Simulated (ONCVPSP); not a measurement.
Plane-wave convergence, ONCV potential for Te (Z = 52)

Te, optimised norm-conserving Vanderbilt (ONCV), made with ONCVPSP 4.0.1 (PBE, scalar-relativistic). Core [Kr], reference 4d10 5s2 5p2.5 (charge +1.5). Waves: 5s: rc 1.85 bohr, ncon 4, nbas 8, qcut 3.2 1/bohr, 2 projectors, debl 0.6 Ha; 5p: rc 2.00 bohr, ncon 3, nbas 6, qcut 3.6 1/bohr, 3 projectors, debl 0.9 Ha; 4d: rc 0.85 bohr, ncon 4, nbas 9, qcut 11.5 1/bohr, 2 projectors, debl 3.1 Ha. Local part: polynomial inside 0.55 bohr (lpopt 5, dvloc0 4 Ha). Core correction: Teter function, fcfact 4.5, rcfact 1.75.

In the s channel the program set the typed energies aside and used -1.028, 0.250 Ha.

Question: For each optimised wave give the share of its norm inside rc, the residual kinetic energy above qcut (Ha) and the cutoffs (Ha) for errors of 10, 1, 0.1 and 0.01 mHa per electron.

Answer:

| wave | norm inside rc | residual KE | 10 mHa | 1 mHa | 0.1 mHa | 0.01 mHa |
| --- | --- | --- | --- | --- | --- | --- |
| 5s | 0.441 | 1.2e-02 | 5.4 | 27.1 | 48.7 | 56.5 |
| s projector 2 | 0.138 | 1.7e-02 | 5.6 | 19.4 | 62.3 | 73.9 |
| 5p | 0.335 | 1.7e-03 | 3.3 | 7.6 | 25.4 | 42.0 |
| p projector 2 | 0.155 | 2.3e-03 | 4.2 | 7.9 | 37.0 | 63.5 |
| p projector 3 | 0.100 | 5.5e-03 | 5.5 | 14.1 | 28.3 | 48.7 |
| 4d | 0.416 | 1.5e-04 | 43.4 | 55.4 | 70.0 | 396.8 |
| d projector 2 | 0.030 | 1.9e-04 | 33.9 | 49.5 | 78.5 | 485.9 |

The occupied waves need 55 Ha and 70 Ha for 1 and 0.1 mHa. Note: ghosts flagged at negative energy: s at -911.3 eV, s at -62.2 eV, p at -6333.3 eV, p at -285.1 eV; GHOST(+) flagged for p at 114.8 eV, p at 499.4 eV. A true bound ghost makes a file unfit for plane-wave use. Its largest configuration-test error is -422 meV.
